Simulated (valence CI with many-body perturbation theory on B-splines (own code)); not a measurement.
E1 transitions of Pm⁴⁵⁺

Method: valence CI with perturbative core correlation (CI+MBPT): six valence electrons over a frozen Dirac-Fock core [Ne], a basis of 9 s, 9 p, 8 d, 6 f, 3 g, 1 h functions for each j, with the one-electron correlation potential Σ1, the two-electron term Σ2, the three-electron term Σ3, Breit, model QED; selected CI, second order for the rest, scaled by the run's own slope (own B-spline code, finite nucleus).

No measured spectrum was set against this ion. As an estimate, large intervals hold to a few tenths of a per cent, small ones and those within an open d or f shell to about a per cent. Among the levels kept, up to 1100 cm⁻¹ of a level comes from second order outside the variational space, and about a tenth of that is noise between levels of different J, which matters for small intervals.

Lines 1 to 50 of 114 in falling wavelength, among levels below 398.87 eV, chosen from the strongest by gf and those to the six lowest levels. Wavelengths and rates use the calculated energies. Electric multipoles are in the length gauge with retardation, E1 and E2 with the static RPA response of the core. Weak lines are less certain than strong ones. Lines between different terms over intervals too small for the method are left out, as are lines whose strength nearly cancels. The highest levels of a list are the least certain.

Levels are named by their leading jj configuration (3d3/2^4 stands for four electrons in 3d with j = 3/2), which in mixed levels can hold well under half, so a name can repeat and another be missing. Letters in brackets count levels of one name in rising energy.

```tsv
λ vac (Å)	Upper	Lower	A (s⁻¹)	S (a.u.) with core polarisation	S without
2762	(3s 3p1/2^2 3p3/2^3) J=1	(3s^2 3p3/2^4) J=0	1.10e+04	3.45e-04	3.51e-04
2428	(3s^2 3p1/2^2 3d3/2^2) J=0	(3s^2 3p1/2 3p3/2^2 3d5/2) J=1 [b]	1.09e+02	7.72e-07	7.91e-07
2374	(3s^2 3p1/2 3p3/2^2 3d5/2) J=3 [b]	(3s^2 3p1/2^2 3d3/2^2) J=2	5.20e+01	2.40e-06	2.44e-06
1933	(3s^2 3p1/2^2 3d3/2^2) J=2	(3s^2 3p1/2 3p3/2^2 3d3/2) J=1 [c]	1.15e+02	2.06e-06	2.07e-06
1597	(3s^2 3p1/2 3p3/2^2 3d5/2) J=2 [b]	(3s^2 3p1/2^2 3d3/2^2) J=2	1.58e+03	1.59e-05	1.62e-05
1052	(3s^2 3p1/2 3p3/2^2 3d5/2) J=1 [b]	(3s^2 3p1/2^2 3d3/2^2) J=2	1.35e+03	2.33e-06	2.38e-06
882.0	(3s^2 3p1/2 3p3/2^2 3d5/2) J=3 [c]	(3s^2 3p1/2^2 3d3/2^2) J=2	4.45e+04	1.06e-04	1.07e-04
780.3	(3s^2 3p1/2^2 3d3/2^2) J=2	(3s^2 3p1/2 3p3/2^2 3d3/2) J=1 [b]	1.86e+04	2.19e-05	2.23e-05
629.8	(3s^2 3p1/2 3p3/2^2 3d5/2) J=2 [c]	(3s^2 3p1/2^2 3d3/2^2) J=2	2.04e+03	1.26e-06	1.29e-06
628.3	(3s^2 3p1/2^2 3d3/2^2) J=2	(3s^2 3p1/2 3p3/2^2 3d5/2) J=1 [a]	1.32e+04	8.09e-06	8.24e-06
604.3	(3s^2 3p1/2^2 3d3/2^2) J=2	(3s^2 3p1/2 3p3/2^2 3d3/2) J=2 [c]	3.98e+05	2.17e-04	2.21e-04
536.0	(3s^2 3p1/2^2 3d3/2^2) J=2	(3s^2 3p1/2 3p3/2^2 3d3/2) J=3 [b]	6.57e+05	2.50e-04	2.54e-04
532.1	(3s^2 3p1/2^2 3d3/2^2) J=0	(3s^2 3p1/2 3p3/2^2 3d3/2) J=1 [c]	9.59e+04	7.13e-06	7.24e-06
467.1	(3s^2 3p1/2 3p3/2^2 3d3/2) J=1 [a]	(3s^2 3p3/2^4) J=0	8.62e+05	1.30e-04	1.32e-04
432.6	(3s^2 3p1/2^2 3d3/2^2) J=2	(3s^2 3p1/2 3p3/2^2 3d5/2) J=3 [a]	2.72e+05	5.42e-05	5.52e-05
378.3	(3s^2 3p1/2^2 3d3/2^2) J=0	(3s^2 3p1/2 3p3/2^2 3d3/2) J=1 [b]	4.70e+06	1.25e-04	1.28e-04
338.6	(3s^2 3p1/2^2 3d3/2^2) J=0	(3s^2 3p1/2 3p3/2^2 3d5/2) J=1 [a]	6.55e+06	1.25e-04	1.28e-04
337.5	(3s^2 3p1/2^2 3d3/2^2) J=2	(3s^2 3p1/2 3p3/2^2 3d3/2) J=2 [b]	2.09e+03	1.98e-07	2.13e-07
326.7	(3s^2 3p1/2^2 3p3/2 3d3/2) J=2	(3s^2 3p1/2 3p3/2^3) J=2	2.83e+06	2.44e-04	2.48e-04
296.1	(3s^2 3p3/2^4) J=0	(3s^2 3p1/2^2 3p3/2 3d5/2) J=1	9.07e+05	1.16e-05	1.18e-05
285.4	(3s^2 3p1/2^2 3p3/2 3d3/2) J=1	(3s^2 3p1/2 3p3/2^3) J=2	1.79e+07	6.15e-04	6.26e-04
278.5	(3s^2 3p1/2^2 3p3/2 3d3/2) J=3	(3s^2 3p1/2 3p3/2^3) J=2	3.41e+05	2.55e-05	2.59e-05
270.6	(3s^2 3p1/2^2 3p3/2 3d3/2) J=2	(3s^2 3p1/2 3p3/2^3) J=1	7.44e+05	3.64e-05	3.71e-05
241.6	(3s^2 3p1/2^2 3p3/2 3d3/2) J=1	(3s^2 3p1/2 3p3/2^3) J=1	3.01e+06	6.29e-05	6.41e-05
237.5	(3s^2 3p1/2^2 3p3/2 3d3/2) J=0	(3s^2 3p1/2 3p3/2^3) J=1	6.77e+06	4.47e-05	4.54e-05
231.3	(3s^2 3p1/2^2 3d3/2^2) J=2	(3s^2 3p1/2 3p3/2^2 3d3/2) J=3 [a]	2.26e+07	6.91e-04	7.03e-04
207.8	(3s^2 3p1/2^2 3d3/2^2) J=2	(3s^2 3p1/2 3p3/2^2 3d3/2) J=2 [a]	1.10e+06	2.43e-05	2.46e-05
190.1	(3s^2 3p1/2 3p3/2^2 3d5/2) J=1 [a]	(3s^2 3p3/2^4) J=0	2.05e+06	2.09e-05	2.14e-05
179.6	(3s^2 3p1/2 3p3/2^2 3d3/2) J=1 [b]	(3s^2 3p3/2^4) J=0	7.51e+07	6.44e-04	6.56e-04
165.3	(3s^2 3p1/2^2 3p3/2 3d5/2) J=2	(3s^2 3p1/2 3p3/2^3) J=2	7.39e+07	8.24e-04	8.40e-04
164.7	(3s^2 3p1/2^2 3d3/2^2) J=0	(3s^2 3p1/2 3p3/2^2 3d3/2) J=1 [a]	6.08e+07	1.34e-04	1.36e-04
157.9	(3s^2 3p1/2 3p3/2^2 3d3/2) J=1 [c]	(3s^2 3p3/2^4) J=0	1.66e+07	9.70e-05	9.86e-05
154.1	(3s^2 3p1/2^2 3d3/2^2) J=2	(3s 3p1/2^2 3p3/2^3) J=1	2.17e+03	1.96e-08	1.89e-08
149.6	(3s^2 3p1/2^2 3p3/2 3d5/2) J=2	(3s^2 3p1/2 3p3/2^3) J=1	9.40e+07	7.77e-04	7.91e-04
133.4	(3s^2 3p1/2^2 3p3/2 3d5/2) J=3	(3s^2 3p1/2 3p3/2^3) J=2	5.95e+03	4.88e-08	4.70e-08
128.5	(3s^2 3p1/2^2 3d3/2^2) J=2	(3s 3p1/2^2 3p3/2^3) J=2	6.63e+06	3.47e-05	3.53e-05
128.2	(3s^2 3p1/2 3p3/2^2 3d5/2) J=1 [b]	(3s^2 3p3/2^4) J=0	5.95e+07	1.85e-04	1.89e-04
127.4	(3s^2 3p1/2^2 3d3/2^2) J=0	(3s 3p1/2^2 3p3/2^3) J=1	3.67e+07	3.75e-05	3.81e-05
125.3	(3s^2 3p3/2^4) J=0	(3s^2 3p1/2^2 3p3/2 3d3/2) J=1	9.02e+06	8.76e-06	8.91e-06
123.3	(3s^2 3p1/2^2 3p3/2 3d5/2) J=1	(3s^2 3p1/2 3p3/2^3) J=2	1.48e+08	4.10e-04	4.18e-04
114.4	(3s^2 3p1/2^2 3p3/2 3d5/2) J=1	(3s^2 3p1/2 3p3/2^3) J=1	2.07e+07	4.59e-05	4.68e-05
97.77	(3s^2 3p1/2^2 3d3/2^2) J=2	(3s^2 3p1/2^2 3p3/2 3d5/2) J=1	2.61e+05	6.03e-07	5.99e-07
94.75	(3s 3p1/2^2 3p3/2^3) J=2	(3s^2 3p1/2 3p3/2^3) J=2	6.44e+09	1.35e-02	1.38e-02
92.26	(3s^2 3p1/2^2 3d3/2^2) J=2	(3s^2 3p1/2^2 3p3/2 3d5/2) J=3	2.72e+08	5.27e-04	5.35e-04
89.38	(3s 3p1/2^2 3p3/2^3) J=2	(3s^2 3p1/2 3p3/2^3) J=1	9.03e+09	1.59e-02	1.62e-02
86.28	(3s^2 3p1/2^2 3d3/2^2) J=0	(3s^2 3p1/2^2 3p3/2 3d5/2) J=1	5.58e+07	1.77e-05	1.79e-05
84.41	(3s 3p1/2^2 3p3/2^3) J=1	(3s^2 3p1/2 3p3/2^3) J=2	1.77e+10	1.57e-02	1.60e-02
81.40	(3s^2 3p1/2^2 3d3/2^2) J=2	(3s^2 3p1/2^2 3p3/2 3d5/2) J=2	1.90e+08	2.53e-04	2.57e-04
80.12	(3s 3p1/2^2 3p3/2^3) J=1	(3s^2 3p1/2 3p3/2^3) J=1	5.55e+09	4.23e-03	4.30e-03
73.95	(3s^2 3p1/2 3p3/2^2 3d3/2) J=2 [a]	(3s^2 3p1/2 3p3/2^3) J=2	6.81e+08	6.80e-04	6.91e-04
```
